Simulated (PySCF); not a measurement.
PySCF job for C6, SMILES c1c#cc#cc#1, r2SCAN-D4/def2-SVP. Geometry: r2SCAN-D4/def2-SVP. A frequency run showed that this geometry is not a minimum.

```python
import numpy as np
from pyscf import gto, scf, dft, df
from pyscf.hessian import thermo

mol = gto.M(
    atom='''
    C     1.31368902    0.00000000    0.00000000
    C     0.65684451    1.13768807    0.00000000
    C    -0.65684452    1.13768806    0.00000000
    C    -1.31368902    0.00000000    0.00000000
    C    -0.65684451   -1.13768807    0.00000000
    C     0.65684452   -1.13768806    0.00000000
    ''',
    basis='def2-SVP',
    charge=0,
    spin=0,
    max_memory=1600,
    verbose=3,
)
mf = dft.RKS(mol, xc='r2scan').density_fit(auxbasis='def2-universal-jkfit')
mf.disp = 'd4'
mf.grids.level = 4
mf.conv_tol = 1e-11
mf.max_cycle = 100
mf.kernel()

# [left out here: the lines that compute and print the analytic Hessian (its translational invariance restored by hand, since the grid's response is missing), thermochemistry and intensities]
```

Log of the run:

```
converged SCF energy = -227.933299739527

WARN: MGGA Hessian is sensitive to dft grids. grids.level 4 may not be dense enough.


WARN: DFTD4 does not support analytical Hessian, using finite difference.


WARN: Mole.unit (angstrom) is changed to Bohr

Mode                                 0                   1                   2
Irrep
Freq [cm^-1]                     -613.9608           -174.7511            485.9705
Reduced mass [au]                  12.0110             12.0110             12.0110
Force const [Dyne/A]               -2.6675             -0.2161              1.6713
Char temp [K]                    -883.3528           -251.4279            699.2034
Normal mode                   x     y     z       x     y     z       x     y     z
       0   C                -0.12  0.00 -0.00    0.00  0.00 -0.12    0.00 -0.00  0.17
       1   C                 0.06  0.10  0.00   -0.00 -0.00  0.12   -0.00 -0.00 -0.08
       2   C                 0.06 -0.10 -0.00   -0.00  0.00 -0.12    0.00 -0.00 -0.08
       3   C                -0.12  0.00  0.00    0.00 -0.00  0.12   -0.00  0.00  0.17
       4   C                 0.06  0.10 -0.00   -0.00 -0.00 -0.12    0.00  0.00 -0.08
       5   C                 0.06 -0.10  0.00   -0.00  0.00  0.12    0.00  0.00 -0.08
Mode                                 3                   4                   5
Irrep
Freq [cm^-1]                      485.9754            587.2370            587.2642
Reduced mass [au]                  12.0110             12.0110             12.0110
Force const [Dyne/A]                1.6713              2.4404              2.4406
Char temp [K]                     699.2103            844.9034            844.9424
Normal mode                   x     y     z       x     y     z       x     y     z
       0   C                 0.00  0.00 -0.00    0.16 -0.00 -0.00    0.00  0.04  0.00
       1   C                 0.00  0.00  0.14   -0.01 -0.09  0.00    0.09  0.11 -0.00
       2   C                 0.00 -0.00 -0.14    0.01 -0.09  0.00    0.09 -0.11  0.00
       3   C                -0.00 -0.00 -0.00   -0.16  0.00 -0.00   -0.00 -0.04  0.00
       4   C                -0.00 -0.00  0.14    0.01  0.09  0.00   -0.09 -0.11 -0.00
       5   C                -0.00  0.00 -0.14   -0.01  0.09  0.00   -0.09  0.11  0.00
Mode                                 6                   7                   8
Irrep
Freq [cm^-1]                     1262.0381           1459.1547           1470.9563
Reduced mass [au]                  12.0110             12.0110             12.0110
Force const [Dyne/A]               11.2713             15.0672             15.3119
Char temp [K]                    1815.7918           2099.3987           2116.3786
Normal mode                   x     y     z       x     y     z       x     y     z
       0   C                -0.12 -0.00 -0.00   -0.00  0.12  0.00    0.12 -0.00  0.00
       1   C                -0.06 -0.10  0.00    0.10 -0.06 -0.00   -0.06  0.10 -0.00
       2   C                 0.06 -0.10 -0.00   -0.10 -0.06  0.00   -0.06 -0.10 -0.00
       3   C                 0.12 -0.00 -0.00   -0.00  0.12 -0.00    0.12 -0.00  0.00
       4   C                 0.06  0.10 -0.00    0.10 -0.06  0.00   -0.06  0.10 -0.00
       5   C                -0.06  0.10  0.00   -0.10 -0.06 -0.00   -0.06 -0.10 -0.00
Mode                                 9                  10                  11
Irrep
Freq [cm^-1]                     1471.0249           1797.7639           1797.8918
Reduced mass [au]                  12.0110             12.0110             12.0110
Force const [Dyne/A]               15.3133             22.8715             22.8748
Char temp [K]                    2116.4773           2586.5819           2586.7660
Normal mode                   x     y     z       x     y     z       x     y     z
       0   C                -0.00 -0.12 -0.00    0.00  0.16  0.00   -0.04  0.00 -0.00
       1   C                 0.10  0.06 -0.00    0.05 -0.07 -0.00    0.13 -0.05 -0.00
       2   C                -0.10  0.06  0.00    0.05  0.07 -0.00   -0.13 -0.05  0.00
       3   C                -0.00 -0.12 -0.00   -0.00 -0.16  0.00    0.04 -0.00 -0.00
       4   C                 0.10  0.06 -0.00   -0.05  0.07  0.00   -0.13  0.05 -0.00
       5   C                -0.10  0.06  0.00   -0.05 -0.07 -0.00    0.13  0.05  0.00
temperature 298.1500 [K]
pressure 101325.00 [Pa]
Rotational constants [GHz] 8.12703 8.12703 4.06351
Symmetry number 12
Zero-point energy (ZPE) 0.02598 [Eh]   68218.704 [J/mol]
                           tot       elec      trans        rot        vib
Entropy [J/mol/K]       254.437      0.000    162.095     82.252     10.090
Cv [J/mol/K]             46.496      0.000     12.472     12.472     21.552
Cp [J/mol/K]             54.810      0.000     20.786     12.472     21.552
Internal energy [J/mol]                      3718.434   3718.434  70414.569
Internal energy [Eh]   -227.90365  -227.93330
Enthalpy [J/mol]                             6197.391   3718.434  70414.569
Enthalpy [Eh]          -227.90270
Gibbs free energy [J/mol]                  -42131.085 -20805.140  67406.141
Gibbs free energy [Eh] -227.93160
mode   freq/cm-1   IR/(km/mol)
   1     -613.96         0.000
   2     -174.75         0.000
   3      485.97         0.000
   4      485.98         0.000
   5      587.24         0.000
   6      587.26         0.000
   7     1262.04         0.000
   8     1459.15         0.003
   9     1470.96        52.090
  10     1471.02        52.085
  11     1797.76         0.000
  12     1797.89         0.000
max |gradient| / (hartree/bohr): 0.0003652763666263801
APT charges: [-0.0007 -0.0007 -0.0007 -0.0007 -0.0007 -0.0007]
```

The calculation finished and met its thresholds. The end point has an imaginary mode, so it is no minimum.
